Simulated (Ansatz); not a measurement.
Species: sum formula BBrF₂ (charge 0, singlet). 
Coordinates optimised at B3LYP-D3(BJ)/def2-TZVP (Ansatz, an electronic-structure program):
```
B
F 1 1.3132
F 1 1.3132 2 119.20
Br 1 1.9136 2 120.40 3 -180.00
```
Charge 0, spin multiplicity 1.

Basis-set convergence of Hartree-Fock and CCSD(T) correlation energies (hartree) with Ansatz. Correlated levels leave the core frozen unless marked. No spin-orbit coupling. The frozen core is the preceding noble-gas configuration, with the filled d and f shells of earlier blocks. No relativistic terms.

```csv
basis,functions,E(HF),"E(corr, CCSD(T))",rough core time
aug-cc-pVDZ,105,-2796.13184,-0.63516,under 20 s
aug-cc-pVTZ,197,?,?,40 s
```

Q: Complete the blanks.

A: 
- aug-cc-pVTZ, E(HF): -2796.27967
- aug-cc-pVTZ, E(corr, CCSD(T)): -0.80845
